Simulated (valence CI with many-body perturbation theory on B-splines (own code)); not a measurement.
**Hyperfine factors and g values of Co¹²⁺**

Calculated by configuration interaction combined with many-body perturbation theory (CI+MBPT): five valence electrons over a frozen Dirac-Fock core [Ne], radial functions for each j: 11 s, 11 p, 10 d, 8 f, 5 g, 2 h, with the one-electron correlation potential Σ1 (screened to all orders), the two-electron term Σ2, the three-electron term Σ3, Breit, model QED; selected single and double excitations, second order for the rest, scaled by the run's own slope (own B-spline code, finite nucleus).

No measured levels were compared; by estimate levels of excited configurations hold to 0.05 to 0.15 % of their energy, terms of the ground configuration to about 0.5 %. Among the levels kept, up to 3200 cm⁻¹ of a level comes from second order outside the variational space, and about a tenth of that is noise between levels of different J, which matters for small intervals.

A/g_I is the dipole constant over the nuclear g factor μ/I (μ in nuclear magnetons, uniformly magnetised nucleus), B/Q the quadrupole constant per barn. Both hold the static response of the core; the bare values leave it out. Large factors of s and p1/2 electrons are usually good to 5 to 10 %; those of open d and f shells near neutrality can be off by tens of per cent, and small factors of p3/2, d and f electrons come from cancelling terms and can be off by a factor of two or in sign, in half-filled shells by more. B is blank for J = 1/2, where it vanishes, and for nearly pure S terms. Energies count from the lowest level.

Names give the largest LS component (configuration and term), which can be under half, so a name can repeat, a term be missing and a line seem to break the LS rules; names also repeat where a configuration has a term twice. Letters in brackets count levels of one name in rising energy.

```tsv
Level	E (eV)	g	A/g_I (MHz)	A/g_I bare	B/Q (MHz/b)	B/Q bare
3s²3p³ ⁴S°_3/2	0.000	1.974	944	1260		
3s²3p³ ²D°_3/2	5.445	0.886	4890	4680	8020	7650
3s²3p³ ²D°_5/2	6.193	1.199	9170	8830	-48.8	-45.0
3s²3p³ ²P°_1/2	9.898	0.665	25600	24200		
3s²3p³ ²P°_3/2	10.974	1.273	5220	5110	-8290	-7920
3s3p⁴ ⁴P_5/2	36.592	1.593	20000	19300	7850	7500
3s3p⁴ ⁴P_3/2	38.064	1.728	18000	17400	-6480	-6200
3s3p⁴ ⁴P_1/2	38.695	2.658	41300	39700		
3s3p⁴ ²D_3/2	45.344	0.816	-4810	-4430	-11500	-11000
3s3p⁴ ²D_5/2	45.677	1.206	21600	20500	-16600	-15800
3s²3p²3d ²P_3/2 [a]	51.902	1.319	-472	-126	3710	3570
3s3p⁴ ²P_1/2	52.521	1.167	29900	28300		
3s3p⁴ ²S_1/2	54.921	1.498	53000	50100		
3s²3p²3d ⁴F_3/2	56.561	0.433	3520	3420	-1090	-933
3s²3p²3d ⁴F_5/2	57.147	1.052	2090	2190	867	952
3s²3p²3d ⁴F_7/2	58.007	1.245	2200	2310	-446	-271
3s²3p²3d ²F_5/2 [a]	58.748	0.956	6220	6030	-1010	-892
3s²3p²3d ⁴F_9/2	59.044	1.326	3450	3490	-6740	-6250
3s²3p²3d ²F_7/2 [a]	59.411	1.268	2970	3050	3770	3680
3s²3p²3d ⁴D_1/2	59.450	0.014	9350	8860		
3s²3p²3d ⁴D_3/2	59.602	1.172	4470	4490	-2610	-2500
3s²3p²3d ⁴D_5/2	60.266	1.249	3850	3890	-1210	-1120
3s²3p²3d ⁴D_7/2	61.702	1.288	2610	2700	3010	2940
3s²3p²3d ²G_7/2	65.736	0.896	5690	5510	16400	15800
3s²3p²3d ²G_9/2	66.234	1.117	4190	4130	18900	18200
3s²3p²3d ²P_3/2 [b]	66.604	1.309	-1660	-1260	2380	2290
3s²3p²3d ⁴P_5/2	67.961	1.578	1460	1730	752	763
3s²3p²3d ²P_1/2 [a]	68.409	0.975	19500	18400		
3s²3p²3d ⁴P_3/2	68.585	1.656	1770	2090	-520	-550
3s²3p²3d ⁴P_1/2	69.082	2.338	-1800	-1250		
3s²3p²3d ²D_3/2 [a]	69.886	0.888	3310	3330	1110	1140
3s²3p²3d ²D_5/2 [a]	71.482	1.212	4050	4060	-2000	-1800
3s²3p²3d ²D_3/2 [b]	73.580	0.818	4130	3960	-345	-364
3s²3p²3d ²D_5/2 [b]	73.744	1.200	4820	4790	7260	6950
3s²3p²3d ²P_1/2 [b]	75.575	0.824	-4390	-4110		
3s²3p²3d ²F_5/2 [b]	76.427	0.917	2350	2360	2900	2900
3s²3p²3d ²P_3/2 [c]	76.806	1.316	2030	2220	-3710	-3550
3s²3p²3d ²S_1/2	77.084	1.860	19500	18900		
3s²3p²3d ²F_7/2 [b]	77.161	1.141	4540	4500	-2350	-2100
3s²3p²3d ²D_5/2 [c]	80.299	1.145	2580	2620	-2910	-2670
```

Take the isotope of mass number 60, with I = 5, μ = 3.799 μN and Q = 0.46 b. What is the hyperfine structure of 3s3p⁴ ⁴P_3/2?

From the table A = 13700 MHz, B = -2980 MHz. Shifts from the centre of gravity in MHz: F = 7/2: -125000, F = 9/2: -61000, F = 11/2: 14900, F = 13/2: 102000.
